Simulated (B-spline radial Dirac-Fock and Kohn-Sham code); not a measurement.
**Energy-loss ionisation edge M3 of Hf**

System: neutral hafnium, [Xe] 4f14 5d2 6s2. These are calculated numbers from a B-spline atomic structure program; the model is the first Born approximation with generalised oscillator strengths from a Dirac-Hartree-Slater potential (longitudinal and transverse terms; continuum final states only, so no white lines or fine structure). The edge is taken at 2107.0 eV (tabulated value).

Input file task.json (cfg lists n, l and occupation; rrms is the nuclear radius in fm):

```json
{"items": [{
  "Z": 72,
  "q": 0,
  "cfg": [[1, 0, 2], [2, 0, 2], [2, 1, 6], [3, 0, 2], [3, 1, 6], [3, 2, 10], [4, 0, 2], [4, 1, 6], [4, 2, 10], [4, 3, 14], [5, 0, 2], [5, 1, 6], [5, 2, 2], [6, 0, 2]],
  "A": 180,
  "rrms": 5.347,
  "do": "eels",
  "beams": [[60, 5], [60, 10], [60, 20], [80, 50], [100, 5], [100, 100], [120, 5], [120, 20], [120, 50], [200, 20], [200, 50], [300, 5], [300, 10], [300, 20]],
  "edges": {"M3": 2107.0}
}]}
```

Command: `python xray2_run.py task.json out`

Partial cross sections σ(β, Δ) in barn, integrated over a window Δ above the edge and up to the collection semi-angle β, for parallel illumination:

```
E₀ (kV)  β (mrad)  Δ = 25 eV  Δ = 50 eV  Δ = 100 eV  Δ = 200 eV  Δ = 300 eV
     60         5       1.35       2.65        5.07        9.26        12.7
     60        10       4.93       9.72        18.7        34.2        47.0
     60        20       15.0       29.8        57.7         107         148
     80        50       39.5       81.1         162         306         430
    100         5       2.28       4.46        8.51        15.5        21.3
    100       100       50.3        108         224         435         619
    120         5       2.73       5.35        10.2        18.6        25.6
    120        20       19.5       38.7        75.2         140         196
    120        50          ?          ?           ?           ?           ?
    200        20       21.1       42.3        82.6         155         218
    200        50       33.4       69.9         142         271         385
    300         5       6.67       13.1        25.0        46.1        63.9
    300        10       13.9       27.5        53.1        99.1         139
    300        20       22.1       44.5        87.5         165         232
```

Q: Give the row for 120 kV and 50 mrad.

A: 37.0 b for 25 eV, 76.5 b for 50 eV, 153 b for 100 eV, 292 b for 200 eV, 412 b for 300 eV.
